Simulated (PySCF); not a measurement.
Correlation energy of Mn²⁺ (manganese, charge +2)

[Ar] 3d4 4s1, high-spin 6D determinant (an excited configuration). Calculation: PySCF 2.14, in ANO-RCC-VTZP; scalar relativity by spin-free X2C-1e. Frozen: [Ar]; 5 electrons correlated.

MP2 pair energies summed by pair of shells (mhartree):

| pair | energy | share (%) |
| --- | --- | --- |
| 3d-3d | -40.81 | 77.7 |
| 3d-4s | -11.68 | 22.3 |

Total MP2 correlation energy: -52.50 mhartree.

Same-spin part -52.50 and opposite-spin part 0.00 mhartree; SCS-MP2 scales them by 1/3 and 6/5 to -17.50 mhartree.
